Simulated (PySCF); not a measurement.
Ionisation energy of Tb²⁺ by level of theory

Tb²⁺ [Xe] 4f9 (high-spin determinant) → Tb³⁺ [Xe] 4f8 (7F), as a difference of total energies. All numbers are calculated (PySCF 2.14, the spin-free X2C one-electron Hamiltonian (Gaussian nucleus), in ANO-RCC-VTZP (8s7p5d3f2g1h, 104 functions)). Correlated levels: valence: [Kr] 4d10 frozen; valence and next inner shell: [Ar] 3d10 frozen. The calculations carry no spin-orbit coupling.

| method | ionisation energy (eV) | plus first-order spin-orbit estimate | difference from reference of that sum (eV) |
| --- | --- | --- | --- |
| UHF | 17.419 | 17.625 | -4.195 |
| LDA | 23.540 | 23.747 | +1.927 |
| PBE | 23.293 | 23.500 | +1.680 |
| PBE0 | 22.129 | 22.336 | +0.516 |
| r2SCAN | 22.542 | 22.749 | +0.929 |
| MP2 (valence) | 21.539 | 21.746 | -0.074 |
| SCS-MP2 (valence) | 21.334 | 21.541 | -0.279 |
| MP2 (valence and next inner shell) | 22.002 | 22.209 | +0.389 |
| SCS-MP2 (valence and next inner shell) | 21.591 | 21.798 | -0.022 |

Reference: 21.82 ± 0.03 eV (semi-empirical (NIST evaluation); NIST Atomic Spectra Database, ionization energies).

A first-order spin-orbit estimate (lowest level to lowest level, LS coupling) adds 0.207 eV.

Errors of the correlated levels include the incompleteness of this basis and the frozen core.

The determinant of Tb²⁺ mixes LS terms, which raises its energy above the lowest term, most at the Hartree-Fock and MP2 levels.
